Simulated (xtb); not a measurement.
thulium atom (Tm), doublet (GFN-xTB shapes and energies of metal compounds can be far from the true ones) (GFN-xTB holds the 4f electrons in the core, so unpaired electrons go into valence orbitals and the state isn't the physical one). Base run: GFN2-xTB (xtb 6.7.1).

Input for xtb:
```
$ xtb mol.xyz --gfn 2 --uhf 1 --json

# file mol.xyz
1

Tm     0.00000000     0.00000000     0.00000000
```

Each row names what was changed in the base input (with any setting that the change needs).

```tsv
change	ΔE vs base (kJ/mol)	G_solv (kcal/mol)	SCF cycles
base	0.00	-	25
etemp = 1000	-14.56	-	19
alpb = dmso	18.89	4.51	25
gbsa = acetonitrile	5.38	1.28	25
etemp = 3000	-60.7	-	19
etemp = 10000	-337.3	-	19
```

ALPB and GBSA are two models with their own fitted parameters for each solvent, which aren't always the measured dielectric constant.
